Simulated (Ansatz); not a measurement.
Consider the redistribution: `FC1[SiH2]S1` + `O[SiH2][Si](O)(F)F` → `O[Si@H]1S[C@H]1F` + `O[Si](F)(F)[SiH3]`.

Gas-phase electronic energies from Ansatz, PBE0-D4/def2-TZVP geometries. CBS: MP2 limit from def2 TZ/QZ plus the TZ coupled-cluster correction, frozen cores. This one scheme is used for every species. DFT in def2-TZVPP. B3LYP here is the variant with VWN-RPA as its local correlation; programs differ in this. Each species was taken in one conformer, which may not be the lowest.

`FC1[SiH2]S1`:

```xyz
7

F    -0.259    1.419    1.343
C    -0.232    0.137    0.874
Si    0.099   -0.177   -0.924
S     1.452   -0.560    0.628
H    -0.865   -0.495    1.491
H     0.334    0.997   -1.789
H    -0.528   -1.321   -1.623
```

`O[SiH2][Si](O)(F)F`:

```xyz
10

O     1.806   -0.306   -1.550
Si    0.238   -0.610   -1.138
Si   -0.345    0.568    0.800
O    -1.762    0.024    1.371
F     0.803    0.389    1.896
F    -0.425    2.143    0.576
H     2.481   -0.459   -0.888
H    -0.008   -2.056   -0.882
H    -0.589   -0.164   -2.283
H    -2.198    0.469    2.101
```

`O[Si@H]1S[C@H]1F`:

Z-matrix (Å, degrees):
```
Si
S 1 2.084
C 1 1.845 2 56.1
O 1 1.627 2 122.1 3 106.6
H 1 1.471 2 120.6 3 -112.7
F 3 1.373 1 117.7 2 106.5
H 3 1.086 1 127.2 2 -102.6
H 4 0.961 1 117.1 2 -34.1
```

`O[Si](F)(F)[SiH3]`:

Cartesian coordinates in Å:
```
O -0.744 0.649 -1.655
Si 0.159 0.789 -0.316
F 1.663 1.137 -0.704
F -0.328 2.038 0.544
Si 0.032 -1.187 0.909
H -0.805 1.376 -2.279
H 0.857 -1.050 2.136
H 0.546 -2.309 0.084
H -1.381 -1.443 1.282
```

Problem. Is it downhill or uphill in electronic energy at CCSD(T)/CBS, and by how much? (Estimate.)

Solution. Computed: Downhill: ΔE = -29.6 kJ/mol.

Problem. What do these levels give: PBE-D4, B3LYP-D4, ωB97X-V, ωB97M-V, B2PLYP, PBE, r2SCAN, SCS-MP2/def2-TZVPP, HF/def2-QZVPP, MP2/def2-QZVPP, SCS-MP2/def2-QZVPP, MP2/CBS(def2)? (An estimate is asked.)

Solution. Ansatz gave: PBE-D4 -29.6, B3LYP-D4 -28.6, ωB97X-V -29.7, ωB97M-V -30.7, B2PLYP -29.2, PBE -29.2, r2SCAN -31.8, SCS-MP2/def2-TZVPP -28.9, HF/def2-QZVPP -26.9, MP2/def2-QZVPP -29.9, SCS-MP2/def2-QZVPP -28.4, MP2/CBS(def2) -29.6 kJ/mol.

Largest T1 diagnostic among the species: 0.014.

In def2-TZVPP, CCSD(T) changes the Hartree–Fock value by −3.3 kJ/mol (the triples alone add −0.8 kJ/mol) and MP2 by −3.3 kJ/mol.
